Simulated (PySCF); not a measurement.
HO₃S, SMILES [OH+]=S(=O)=O, charge +1.

Geometry optimised at PBE-D3(BJ)/def2-SVP. The isomer is the one that the SMILES or the coordinates give; other isomers of the formula were not compared.

Two levels are set side by side: TDA-PBE/def2-SVPD (PySCF) and ADC(2)/aug-cc-pVDZ (PySCF). Vertical, same geometry; the bases differ. Differences are taken from unrounded values.

| quantity | TDA-PBE |
|---|---|
| lowest singlet excitation (eV) | 4.99 |

Task: These are the TDA-PBE values. What does ADC(2) give? (Estimate from the structure and the level; the computed values follow.)

Result: 
| quantity | ADC(2) | TDA-PBE minus ADC(2) |
|---|---|---|
| lowest singlet excitation (eV) | 5.29 | -0.29 |

A lower first singlet is the usual sign of a functional without exact exchange. Differences between two approximate levels are no errors against the true value.

Rough cost on one machine, each run with all the roots and properties that it gave: ADC(2) against TDA-PBE about 20 times.
